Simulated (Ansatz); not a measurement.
A made-up structure of CH$_{4}$GeN (charge +1), closed shell:

```tsv
atom	x (Å)	y (Å)	z (Å)
C1	0.0670	-0.0145	-0.9521
N2	-0.8199	-0.5224	-0.2024
Ge3	0.4732	0.3486	0.9184
H4	-1.6573	-1.0570	-0.4336
H5	0.1440	-0.0289	-2.0092
H6	0.2121	1.8018	1.2603
H7	1.6403	-0.4920	1.3956
```

It is relaxed with PBE-D4/def2-SVP and then PBE0-D4/def2-TZVP (Ansatz 0.2.0). Atoms count as bonded within 1.22 times the sum of their covalent radii (H–H: 0.88 Å). The end point is not checked to be a true minimum.

Problem. Does its bonding change? (Judge from chemistry; the calculation decides.)

Solution. The calculation gives: No: no bond forms or breaks.

Where it ends: The first stage lowers the energy by 0.28 eV in 6 steps. It ends as CH₄GeN ([CH]1[NH][GeH2]1), total charge +1:
```xyz
7
angstrom
C 0.0652 -0.0180 -0.9944
N -0.7826 -0.4980 -0.1836
Ge 0.6264 0.4362 0.7849
H -1.6293 -1.0363 -0.3740
H 0.1061 -0.0567 -2.0817
H 0.1228 1.7511 1.3452
H 1.5507 -0.5427 1.4806
```

Labels in which every atom is bracketed show which atoms are joined, not bond orders.

For scale, one of the runs: PBE0-D4/def2-TZVP relaxation, 134 basis functions, launched by `ansatz run in.yaml --threads 2 --pin off --events-out ev --progress --plain --max-ram 4352MiB`. Hardware: 2 CPU threads of an Arm Neoverse V2, shared host. Wall time about 16 s.
